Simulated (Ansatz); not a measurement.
C4H9, doublet, at a GFN2-xTB geometry; MP2/6-31G* run with Ansatz (a first-principles code).

Input for Ansatz:
Ansatz 0.2 input:
```yaml
crystal:
  periodic: [false, false, false]
  atoms:
    - {symbol: C, position_ang: [0.80227852, 1.76477179, -0.15694418]}
    - {symbol: C, position_ang: [0.52141927, 0.40038107, 0.33521225]}
    - {symbol: C, position_ang: [-0.74490807, -0.31053583, 0.05376212]}
    - {symbol: C, position_ang: [-0.53438974, -1.81153526, -0.16655504]}
    - {symbol: H, position_ang: [1.85278878, 1.87333439, -0.43366452]}
    - {symbol: H, position_ang: [-1.48498727, -2.30741758, -0.34953270]}
    - {symbol: H, position_ang: [0.60506598, 2.52119607, 0.61469385]}
    - {symbol: H, position_ang: [0.18232470, 2.00638185, -1.01869520]}
    - {symbol: H, position_ang: [-0.07242301, -2.26159652, 0.70904246]}
    - {symbol: H, position_ang: [0.11552400, -1.97990561, -1.02198077]}
    - {symbol: H, position_ang: [1.21029694, -0.04478302, 1.03354459]}
    - {symbol: H, position_ang: [-1.22945641, 0.12710158, -0.82320378]}
    - {symbol: H, position_ang: [-1.44553349, -0.19280169, 0.89694506]}
basis:
  gaussian:
    orbitals: 6-31G*
magnetization: {spin_polarized: true, initial_magnetization: 1}
correlation: {method: mp2}
```

**Question.** Predict the main parts of the log of this Ansatz run.

**Answer.** 
```
Functional definition: HF
867 factors; integrals over basis functions are off by at most 5.7e-4 eV
mean field evaluation 1: about -4260.5648 eV, gradient 2.0e1 eV
mean field evaluation 2: about -4260.5635 eV, gradient 2.0e1 eV
mean field evaluation 4: about -4263.1116 eV, gradient 2.4e0 eV
mean field evaluation 8: about -4263.1665 eV, gradient 3.3e-4 eV
mean field -4263.16616953 eV, -156.6684670524 hartree, gradient 1.2e-6 eV, S^2 0.763821; 0 other end points of the search recorded, 0 dependent functions left out
4 core orbitals not correlated
reference -4263.16616953 eV, -156.6684670524 hartree; 13, 12 occupied and 61, 62 virtual orbitals, 867 factors
second order -13.61315868 eV of doubles, -0.00000000 eV of singles
Total energy: -4276.77932821 eV, -157.1687414067 hartree
```
